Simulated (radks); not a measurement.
Values are calculated unless marked as measured or tabulated.
How relativity changes the ionisation of neutral lanthanum ([Xe] 5d1 6s2) to La+ ([Xe] 5d2). Spin-unpolarised spherical Kohn-Sham, BLYP, point nucleus unless stated (finite: rms radius 4.855 fm), a radial shooting solver on a logarithmic mesh with Libxc functionals. A level marked "c x" has the speed of light scaled by that factor and shares open shells by 2j + 1; other Dirac levels either fill j = l - 1/2 first or share by 2j + 1.

| level | E(La) (hartree) | E(La+) (hartree) | IE (eV) | HOMO | <r> HOMO (bohr) |
|---|---|---|---|---|---|
| non-rel. | -8223.9868 | -8223.8046 | 4.956 | 6s | 4.605 |
| scalar-rel. | -8494.0177 | -8493.7939 | 6.088 | 5d | 3.013 |
| scalar-rel., finite nucleus | -8493.6438 | -8493.4201 | 6.087 | 5d | 3.013 |
| Dirac, 2j+1 shares | -8498.2426 | -8498.0188 | 6.090 | 5d5/2 | 3.043 |
| Dirac, low j first | -8498.2467 | -8498.0270 | 5.977 | 5d3/2 | 2.981 |
| Dirac, 2j+1 shares, finite nucleus | -8497.8671 | -8497.6433 | 6.089 | 5d5/2 | 3.043 |
| Dirac, c x 0.75 | -8750.9334 | -8750.6718 | 7.119 | 5d5/2 | 3.219 |
| Dirac, c x 1.25 | -8393.8555 | -8393.6474 | 5.662 | 5d5/2 | 2.974 |
| Dirac, c x 1.5 | -8339.9554 | -8339.7555 | 5.439 | 5d5/2 | 2.940 |

NIST Atomic Spectra Database: 5.577 eV (measured). The relativistic part of the total energy of La is -273.9 hartree (Dirac, 2j+1 shares, finite nucleus), 3.3 % of the non-relativistic value. Spin polarisation and multiplet splitting of open shells are left out at every level.

Beside tabulated values, note that relativity, absent from the non-relativistic runs, is large for the heavy elements, and spin-unpolarised runs miss the spin-polarisation part of the exchange energy of open shells.
